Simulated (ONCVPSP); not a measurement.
# How hard is this nickel ONCV potential?

Ni, optimised norm-conserving Vanderbilt (ONCV), made with ONCVPSP 4.0.1 (PBE, fully relativistic). Core [Ne], reference 3s2 3p6 3d8 4s2. Waves: 3s+4s: rc 1.40 bohr, ncon 4, nbas 9, qcut 6.7 1/bohr, 2 projectors; 3p: rc 1.15 bohr, ncon 5, nbas 10, qcut 11.3 1/bohr, 2 projectors, debl 3.3 Ha; 3d: rc 1.05 bohr, ncon 4, nbas 9, qcut 15.2 1/bohr, 2 projectors, debl 0.4 Ha. Local part: polynomial inside 0.85 bohr (lpopt 3, dvloc0 1 Ha). Core correction: polynomial model core, fcfact 0.75.

Open shells are filled in proportion to 2j + 1.

Question: For each optimised wave give the share of its norm inside rc, the residual kinetic energy above qcut (Ha) and the cutoffs (Ha) for errors of 10, 1, 0.1 and 0.01 mHa per electron.

Answer:

```tsv
wave	norm inside rc	residual KE	10 mHa	1 mHa	0.1 mHa	0.01 mHa
3s	0.976	7.6e-06	12.0	15.5	18.2	21.8
4s	0.060	5.4e-05	8.3	11.8	15.6	92.7
3p j=3/2	0.879	4.4e-07	32.5	41.0	48.6	54.8
p projector 2 j=3/2	0.025	1.5e-07	21.9	32.2	40.6	47.9
3p j=1/2	0.885	4.3e-07	33.3	42.1	49.9	56.0
p projector 2 j=1/2	0.025	1.2e-07	22.5	33.0	41.7	49.3
3d j=5/2	0.634	2.1e-06	73.8	88.1	99.5	108.1
d projector 2 j=5/2	0.005	2.0e-08	31.9	55.9	74.8	89.3
3d j=3/2	0.638	2.1e-06	73.9	88.2	99.5	108.1
d projector 2 j=3/2	0.005	1.9e-08	31.8	55.8	74.7	89.2
```

The occupied waves need 88 Ha and 100 Ha for 1 and 0.1 mHa. Rows with under 1 % of the norm inside rc give no meaningful cutoff.
